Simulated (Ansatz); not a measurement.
(SnF2)n off (charge -1): r2SCAN-D4/def2-TZVPD single points in Ansatz on relaxed structures, gas phase. Each cluster is the lowest isomer that a short search found in that spin, judged at the geometry's level, and lower ones may exist. Core potentials for Sn, no spin–orbit coupling. HOMO and LUMO are taken over both spins. Singlets are spin-restricted. The spins of the ions were chosen, not always searched. A dash marks a value that wasn't run or was left out as unsound. The structures are stationary points that may keep the symmetry of their start. Remarks come from the PBE and PBE0 runs and from stability tests at other levels; not every state was tested. A HOMO above zero means that the electron is unbound at that level and held by the basis, or that self-interaction error raises the level; the energy of removing that electron tells which.

| species | atoms | state | geometry | HOMO (eV) | vertical IE (eV) | lowest of the spins relaxed | point group (within 0.1 Å) | remarks |
| --- | --- | --- | --- | --- | --- | --- | --- | --- |
| SnF2⁻ | 3 | doublet; oxidised ion singlet | B3LYP-D4/def2-TZVPD | 1.32 | 1.29 | doublet, of doublet/quartet | C2v | HOMO above zero at PBE or PBE0, HOMO above zero (quartet) |
| SnF3⁻ | 4 | singlet | PBE-D4/def2-TZVPD | -1.60 | 4.51 | singlet, of singlet/triplet/quintet | C3v | HOMO above zero (triplet), HOMO above zero (quintet) |

Estimate the rows for Sn2F5⁻ (singlet, B3LYP-D4/def2-SVPD geometry).


| species | atoms | state | geometry | HOMO (eV) | vertical IE (eV) | lowest of the spins relaxed | point group (within 0.1 Å) |
| --- | --- | --- | --- | --- | --- | --- | --- |
| Sn2F5⁻ | 7 | singlet | B3LYP-D4/def2-SVPD | -2.87 | – | – | C2 |
